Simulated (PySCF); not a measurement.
Spin states of InB⁺

Unrestricted PBE0; PySCF, scalar-relativistic core potentials, basis sets In def2-SVP with ECP28, B def2-SVP. Outer shells of the fragments: In+ 4d10 5s2; B 2s2 2p1.

Followed along the bond (rough minima from three points):

| 2Ms+1 | unpaired | ⟨S²⟩ at the start | R at minimum (Å) | Te (eV) |
| --- | --- | --- | --- | --- |
| 2 | σ ↑ | 0.76 | 2.99 | 0.00 |
| 2 | π ↑ | 0.78 | 2.67 | 0.42 |
| 4 | σ ↑↑, π ↑ | 3.75 | 2.25 | 2.33 |

Solutions found at the starting distance of 2.305 Å, counted from the lowest of them; the search is not exhaustive and high or unbound solutions are not listed, so other states can lie among these:

| 2Ms+1 | unpaired | term | E (eV) | ⟨S²⟩ | ⟨Lz²⟩ | μ (D) |
| --- | --- | --- | --- | --- | --- | --- |
| 2 | π ↑ | ²Π | 0.00 | 0.78 | 1.00 | 1.21 |
| 2 | σ ↑ | ²Σ⁺ | 0.11 | 0.76 | 0.00 | 2.78 |
| 4 | σ ↑↑, π ↑ | ⁴Π | 1.75 | 3.75 | 1.00 | 0.67 |
| 4 | σ ↑, π ↑↑ | ⁴Σ⁻ | 2.10 | 3.77 | 0.00 | -0.30 |
| 2 | σ ↑↑, π ↓ | mixed | 2.60 | 1.75 | 1.00 | 0.56 |
| 2 | σ ↑, π ↑↓ | mixed | 3.03 | 1.77 | 2.01 | -0.17 |

A term symbol is given only where ⟨S²⟩ and ⟨Lz²⟩ are close to those of a pure state; real π, δ and φ orbitals otherwise mix terms. A positive dipole points towards B; it is taken about the centre of mass and depends on that origin.

Compare the gap between the two lowest followed solutions at the starting distance with the gap between their minima.

At PBE0 the second solution (doublet, unpaired electrons π ↑) lies -0.11 eV from the first (doublet, unpaired electrons σ ↑) at 2.305 Å and +0.42 eV at the minima; the two curves relax by different amounts, since their minima lie near 2.67 and 2.99 Å.

Spin–orbit coupling is left out. Counting both spins, an empty level lies below a filled one in some of these solutions, because spin and occupation are held.
